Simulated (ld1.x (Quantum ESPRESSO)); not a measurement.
bromine (Br): ultrasoft pseudisation with PBEsol, scalar-relativistic reference atom.

ld1.x (Quantum ESPRESSO) 7.5 input, shortened:

```
&input
   title='Br', zed=35., rel=1, dft='PBESOL', iswitch=3,
   config='[Ar] 3d10 4s2 4p5'
 /
 &inputp
   pseudotype=3, tm=.true., lloc=-1, rcloc=1.45,
   nlcc=.true., new_core_ps=.true.,
   which_augfun='PSQ', rmatch_augfun=0.70
 /
6
4S  1  0   2.00   0.00  1.30  1.60  0.0
4S  1  0   0.00  -0.60  1.30  1.60  0.0
3P  2  1   6.00   0.00  0.75  0.90  0.0
4P  3  1   5.00   0.00  0.75  0.90  0.0
3D  3  2  10.00   0.00  1.10  1.20  0.0
3D  3  2   0.00  -4.55  1.10  1.20  0.0
 &test
   configts(1)='3p6 3d10 4s2 4p5'
 /
```

All-electron outer shells of the reference configuration (PBEsol, scalar-relativistic, ld1.x):

```tsv
shell	level (eV)	outermost node (bohr)	outermost maximum (bohr)
2p	-1527.86	–	0.13
3s	-237.63	0.23	0.48
3p	-173.26	0.21	0.48
3d	-66.71	–	0.43
4s	-20.13	0.67	1.41
4p	-7.85	0.70	1.66
```

(1) Is a potential produced?

Results:

(1) No. ld1.x (Quantum ESPRESSO) 7.5 stopped with "compute_chi: chi too large beyond r_c": the function χ = (ε − T − V_loc)φ does not vanish beyond the cutoff radius.
